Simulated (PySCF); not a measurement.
Isomers of C4H12N4Si, one GFN2-xTB conformer each. Single-point energies are computed at PBE0/pcSseg-1 (PySCF, gas phase, no added dispersion term), electronic only.

Problem. Rank them by PBE0/pcSseg-1 energy, lowest first (kcal/mol).
A. `[N:1]#[C:2][SiH2:3][NH:4][CH:5]([CH2:6][NH2:7])[CH2:8][NH2:9]` with C2–Si3–N4–C5 52°, Si3–N4–C5–C6 97°, N4–C5–C6–N7 -162°, C5–C6–N7–H -54° and -173°, N4–C5–C8–N9 171°
B. `[CH3:1][NH:2][Si@@H:3]([NH2:4])[NH:5][CH2:6][CH2:7][C:8]#[N:9]` with C1–N2–Si3–N4 65°, N2–Si3–N4–H -47° and 180°, N2–Si3–N5–C6 88°, Si3–N5–C6–C7 99°, N5–C6–C7–C8 -63°
C. `[CH3:1][NH:2][CH2:3][Si@@:4]([NH2:5])([C:6]#[N:7])[NH:8][CH3:9]` with C1–N2–C3–Si4 -73°, N2–C3–Si4–N5 -44°, C3–Si4–N5–H 31° and 173°, C3–Si4–N8–C9 -71°

Solution. B (0.0), C (6.8), A (35.4).

As drawn, the highest has an Si–C bond, which the lowest lacks. GFN2-xTB itself gives, in the same order: 0.0, 34.0, 40.2. Both levels put the same isomer lowest; measured from each level's own lowest isomer, the values differ by up to 27.2 kcal/mol (CNC[Si@@](N)(C#N)NC: 34.0 against 6.8).

Problem. Which frontier levels, dipoles and rotational constants go with these structures?

Solution. 
| SMILES | HOMO (eV, PBE0/pcSseg-1) | LUMO (eV) | dipole (D) | A, B, C (MHz) |
| --- | --- | --- | --- | --- |
| CN[Si@@H](N)NCCC#N | -6.60 | 0.58 | 3.31 | 2292, 722.0, 668.9 |
| CNC[Si@@](N)(C#N)NC | -6.49 | -0.06 | 3.84 | 1712, 980.9, 830.2 |
| N#C[SiH2]NC(CN)CN | -6.50 | -0.52 | 4.61 | 1864, 763.4, 676.5 |
